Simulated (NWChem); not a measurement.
System: AlGeH5; SMILES [GeH3][AlH2]

```xyz
7

Al    -0.0344    -1.6972    -0.0008
Ge    -0.0802     0.7816    -0.0089
H     -1.5002     1.3754    -0.1055
H      0.5599     1.3527     1.2764
H      0.7347     1.3602    -1.1866
H      1.3655    -2.4570     0.0008
H     -1.3792    -2.5495     0.0086
```
Atoms are numbered in this order, from 1.

Results from NWChem. The geometry was optimised at PBE0/def2-SVP. GIAO values for the isolated, static molecule; σ is the absolute isotropic shielding, δ = σ(reference) − σ with the isolated reference molecule computed at the same levels (1H: tetramethylsilane).

For level PBE/pcSseg-1:

| Item | Value |
|---|---|
| σ Al1 (ppm) | 202.2 |
| σ Ge2 (ppm) | 1688.7 |
| δ H6 (ppm) | 6.54 |
| δ H7 (ppm) | 6.58 |

Problem. What are these values for level PBE0/pcSseg-1?

Solution. 
- σ Al1 (ppm): 229.3
- σ Ge2 (ppm): 1736.6
- δ H6 (ppm): 6.24
- δ H7 (ppm): 6.29
